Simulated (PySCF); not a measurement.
In(Cl)2(Me) (CH3Cl2In), SMILES [CH3][In]([Cl])[Cl].

Geometry: B3LYP-D3(BJ)/def2-SVP. The structure was generated by enumeration; whether it is a known compound was not checked. The def2 effective core potentials stand for the cores of In; spin–orbit coupling is left out.

Calculation: IEF-PCM-ωB97X/def2-SVP in PySCF.

The values are the electrostatic part of the solvation free energy, E(continuum) − E(gas) at the gas-phase geometry, in a cavity of scaled van der Waals radii (PySCF's table); cavitation and dispersion terms are not included. A continuum can't describe solvent molecules that bind to the metal. In vacuum the orbital gap is 11.01 eV. The dipole moment in vacuum is 3.84 D.

Computed values in water (ε = 78.36), acetonitrile (ε = 35.69), n-hexane (ε = 1.88):
```csv
solvent,ε,ΔG(elec) (kcal/mol),dipole (D),gap (eV)
water,78.36,-9.2,4.93,11.18
acetonitrile,35.69,-9.0,4.90,11.17
n-hexane,1.88,-3.3,4.25,11.09
```
